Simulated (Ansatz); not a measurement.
Relaxation of C$_{5}$H$_{8}$S$_{2}$ (15 atoms, charge 0, multiplicity 1), to a largest force component of 0.02 eV/Å in at most 50 steps.

These are results of RKS PBE-D4/STO-3G (Ansatz), not measurements.

```xyz
15
Properties=species:S:1:pos:R:3:forces:R:3
C -3.902 1.206 1.432 -10.54 0.55 0.08
C -2.757 1.173 1.420 8.74 -0.39 -0.60
S -1.099 1.073 1.420 2.16 -0.09 2.39
C -0.709 0.987 -0.357 -2.60 -0.64 -1.03
S 0.985 0.852 -0.777 1.59 1.17 -0.68
C 1.290 -0.851 -0.267 -0.01 -0.47 0.48
C 2.736 -1.260 -0.629 -2.06 -0.67 -0.95
H -4.975 1.337 1.421 -0.07 -0.10 0.07
H -1.166 1.903 -0.779 0.39 0.06 -0.50
H -1.313 0.124 -0.762 0.35 0.40 -0.01
H 0.572 -1.522 -0.759 -0.27 -0.34 -0.12
H 1.170 -0.967 0.831 -0.17 0.00 0.05
H 3.399 -0.611 -0.135 1.81 1.23 1.05
H 2.868 -2.289 -0.321 0.46 -0.81 0.35
H 2.880 -1.206 -1.709 0.25 0.10 -0.57
```

Q: Where does it end, and by what steps?

A: It converged. The force dipped under the threshold on the way, but the program's further checks kept it going. Limits of this set-up: minimal basis. After 35 steps the energy has fallen by 0.792 eV; H8 moved furthest, 3.07 Å. The start is strongly strained (largest force component 11 eV/Å).

| step | energy less start (eV) | largest force component (eV/Å) | accepted |
| --- | --- | --- | --- |
| 0 | 0.0000 | 10.540 | yes |
| 2 | -0.7222 | 0.724 | yes |
| 4 | -0.7287 | 0.100 | yes |
| 6 | -0.7334 | 0.210 | yes |
| 8 | -0.7361 | 0.022 | yes |
| 10 | -0.7373 | 0.196 | yes |
| 12 | -0.7400 | 0.018 | yes |
| 14 | -0.7413 | 0.274 | yes |
| 16 | -0.7433 | 0.042 | yes |
| 18 | -0.7454 | 0.118 | yes |
| 20 | -0.7490 | 0.218 | yes |
| 22 | -0.7539 | 0.302 | yes |
| 24 | -0.7633 | 0.298 | yes |
| 26 | -0.7717 | 0.237 | yes |
| 28 | -0.7835 | 0.231 | yes |
| 30 | -0.7888 | 0.119 | yes |
| 32 | -0.7901 | 0.036 | yes |
| 34 | -0.7914 | 0.075 | yes |
| 35 | -0.7916 | 0.016 | yes |

```xyz
15
Properties=species:S:1:pos:R:3
C -2.582 -0.146 1.592
C -1.990 0.861 1.239
S -1.218 2.331 0.808
C -0.491 1.809 -0.847
S 1.177 1.080 -0.866
C 0.727 -0.589 -0.234
C 1.986 -1.497 -0.183
H -3.102 -1.045 1.905
H -0.436 2.745 -1.440
H -1.230 1.138 -1.332
H -0.042 -1.050 -0.891
H 0.282 -0.505 0.781
H 2.756 -1.066 0.484
H 1.715 -2.498 0.202
H 2.427 -1.620 -1.190
```

The run took 2.4 min on 1 thread of Arm Neoverse V1, on a shared host, peak memory 0.12 GiB.
